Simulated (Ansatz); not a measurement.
Molecule: dihydroxy(dimethyl)silane, C$_{2}$H$_{8}$O$_{2}$Si, net charge 0, singlet state. 
Structure (B3LYP-D3(BJ)/def2-TZVP (Ansatz, a first-principles code) minimum search):
```xyz
13

C      1.4833    -1.0775     0.1351
Si    -0.0107     0.0383    -0.0016
C     -1.5197    -0.8994    -0.5443
O     -0.2522     0.8012     1.4518
O      0.2100     1.2233    -1.1264
H      1.3283    -1.8692     0.8731
H      2.3744    -0.5164     0.4270
H      1.6926    -1.5580    -0.8231
H     -1.3840    -1.3129    -1.5459
H     -1.7355    -1.7267     0.1356
H     -2.3903    -0.2416    -0.5653
H      0.0753     0.3754     2.2465
H      0.7448     1.9795    -0.8731
```

Wanted: atomisation energy (electronic, to ground-state atoms), in kJ/mol. Valence correlation only, unless marked. UHF or UKS for open shells. No spin-orbit coupling. Non-relativistic unless marked X2C. The coupled-cluster limit lacks core correlation, which all-electron functionals hold. CBS(X,Y): correlation extrapolated as X^-3; Hartree-Fock from the larger set.

| level | program | atomisation energy (kJ/mol) |
|---|---|---|
| PBE0-D3(BJ)/def2-TZVP | Ansatz + dftd3 | 5059.2 |
| PBE0/def2-TZVPD | Ansatz | [?] |
| LC-wPBE-D3(BJ)/def2-TZVPD | Ansatz + dftd3 | 5084.4 |
| B2GP-PLYP-D3(BJ)/def2-TZVPD | Ansatz + dftd3 | 5028.0 |
| B2GP-PLYP-D4/def2-TZVPD | Ansatz + dftd4 | 5021.8 |
| SCS-MP2/cc-pV(D+d)Z | Ansatz | 4700.6 |
| CCSD/cc-pV(T+d)Z | Ansatz | 4912.7 |
| X2C-CCSD(T)/cc-pVTZ-DK | Ansatz | 4950.7 |
| CCSD(T)/CBS(cc-pV(T+d)Z,cc-pV(Q+d)Z) | Ansatz | [?] |

Question: Some entries are withheld; supply them.

Answer: 
- PBE0/def2-TZVPD, atomisation energy (kJ/mol): 5040.8
- CCSD(T)/CBS(cc-pV(T+d)Z,cc-pV(Q+d)Z), atomisation energy (kJ/mol): 5111.1
